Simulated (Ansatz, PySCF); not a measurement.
System: C2H2Cl3, net charge 0, doublet state. It need not be the lowest isomer of its formula. 
Structure (B3LYP-D3(BJ)/def2-TZVP (Ansatz, an electronic-structure program) minimum search):
```
C
H 1 1.0837
C 1 1.4597 2 113.05
H 3 1.0787 1 121.88 2 -163.80
Cl 3 1.6994 4 117.22 1 164.12
Cl 1 1.7873 2 108.03 3 -122.14
Cl 1 1.8373 2 104.68 3 121.05
```
Charge 0, spin multiplicity 2.

Dipole moments at this geometry, in debye (magnitudes).

```tsv
level	program	dipole (D)
HF/def2-TZVPD	PySCF	[?]
SVWN5/def2-TZVPD	PySCF	1.28
PBE/def2-TZVPD	Ansatz	1.24
revPBE/def2-TZVPD	Ansatz	1.24
BHLYP/def2-TZVPD	Ansatz	1.16
CCSD(T)/aug-cc-pV(D+d)Z	Ansatz	[?]
```

Q: Fill in the missing entries.

A: 
- HF/def2-TZVPD, dipole (D): 1.10
- CCSD(T)/aug-cc-pV(D+d)Z, dipole (D): 1.13
